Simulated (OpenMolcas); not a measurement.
Ti3+: moving the ligands

Ti3+ with 5 ligands (iodide, fluoride on the axis) in trigonal bipyramidal coordination (D3h) at 2.73 Å, the axial distance 1.914 Å. A charge of +0.4 e stands 3.2 Å behind each ligand. Ligand basis ANO-RCC-VDZP.
```
Ti    0.0000    0.0000    0.0000
I     2.7300    0.0000    0.0000
I    -1.3650    2.3642    0.0000
I    -1.3650   -2.3642    0.0000
F     0.0000    0.0000    1.9137
F     0.0000    0.0000   -1.9137
```

```
Program             : OpenMolcas
Method              : CASSCF
Basis               : ANO-RCC-VDZP [5s4p2d1f]
Scalar Hamiltonian  : DKH2, point nucleus
Active space        : 1 electron in 5 orbitals (3d)
State averaging     : 2S+1 = 2 even, 5 roots
Spin-orbit coupling : state interaction with AMFI integrals over the reference wave functions
```

Runs around this geometry, states (labels of D3, the rotations of D3h). Energies in cm-1 above the lowest state or level, χT in cm3 K/mol.

| R (Å) | Axial / equatorial distance | Ground state | First state of that spin | First gap with spin-orbit (degeneracies) | χT at 300 K |
| --- | --- | --- | --- | --- | --- |
| 2.66 | 0.701 | 2E | 2E 3082 | 29.7 (2, 2) | 0.753 |
| 2.73 | 0.701 | 2E | 2E 2793 | 0.4 (2, 2) | 0.745 |
| 2.84 | 0.701 | 2E | 2E 2432 | 42.2 (2, 2) | 0.727 |
| 2.73 | 0.771 | 2E | 2E 330.4 | 7.1 (2, 2) | 0.748 |

Taking the first state of the same spin as R^-n, n = -ln(2432 / 3082) / ln(2.84 / 2.66) = 3.6 between the shortest and longest distance.

An orbital doublet at a regular site is open to a Jahn-Teller distortion, which this geometry leaves out. Ligand-to-metal charge-transfer states are missing. With metal d orbitals alone and no dynamic correlation the field as a rule comes out too small, by tens of per cent, by up to half for chloride and softer ligands. The least metal-like active orbital is 81 % on the metal (Löwdin) and no ligand orbital is active, so the numbers are rough (holds for R = 2.66, ratio = 0.701). The least metal-like active orbital is 83 % on the metal (Löwdin) and no ligand orbital is active, so the numbers are rough (holds for R = 2.73, ratio = 0.701). No measured value stands beside these numbers; the geometry was imposed, not optimised, and the real ion may take another.
